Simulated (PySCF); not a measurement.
What does the PBE0-D3(BJ)/def2-SVP structure of 2-methylthieno[3,2-b]thiophene (`Cc1cc2sccc2s1`) look like in three dimensions?

```
atom  x, y, z in Å
C1     2.954   -0.037    0.378
C2     1.473   -0.037    0.214
C3     0.752   -0.196   -0.941
C4    -0.650   -0.139   -0.701
S5    -2.071   -0.264   -1.675
C6    -3.086   -0.043   -0.289
C7    -2.385    0.120    0.876
C8    -0.984    0.063    0.636
S9     0.441    0.186    1.607
H10    3.439   -0.176   -0.598
H11    3.319    0.910    0.806
H12    3.292   -0.849    1.042
H13    1.218   -0.347   -1.916
H14   -4.168   -0.047   -0.414
H15   -2.854    0.270    1.849
```

Orientation and origin are arbitrary. Atoms count from 1 in this order. The 6 C–C bonds span 1.369 Å (C6–C7, aromatic) to 1.491 Å (C1–C2, drawn single), a spread of 0.122 Å. The 9 heavy atoms lie in one plane (0.001 Å rms). The 5-membered ring C4–S5–C6–C7–C8 has internal angles of 91.3° to 113.9° (sum 540°, against 540° for a flat polygon); it is planar, 0.00 Å rms from its mean plane, widest ring torsion 0°. The 5-membered ring C2–C3–C4–C8–S9 has internal angles of 91.7° to 113.9°; it is planar, 0.00 Å rms from its mean plane, widest ring torsion 0°.

Bonds between heavy atoms (Å): C1–C2 1.491, C2–C3 1.371, C3–C4 1.423, C4–S5 1.728, S5–C6 1.732, C6–C7 1.369, C7–C8 1.422, C8–S9 1.729, C2–S9 1.747, C4–C8 1.393.

Computed, not measured: PBE0-D3(BJ)/def2-SVP geometry optimisation, gas phase (PySCF 2.14.0).

Point group: Cs (every atom within 0.08 Å of its image). No PBE0-D3(BJ)/def2-SVP frequencies stand behind this structure, so it isn't proved a minimum.

On one thread of an Arm Neoverse V1, no GPU, shared host, this took 72 s of wall time. This is the geometry optimisation.
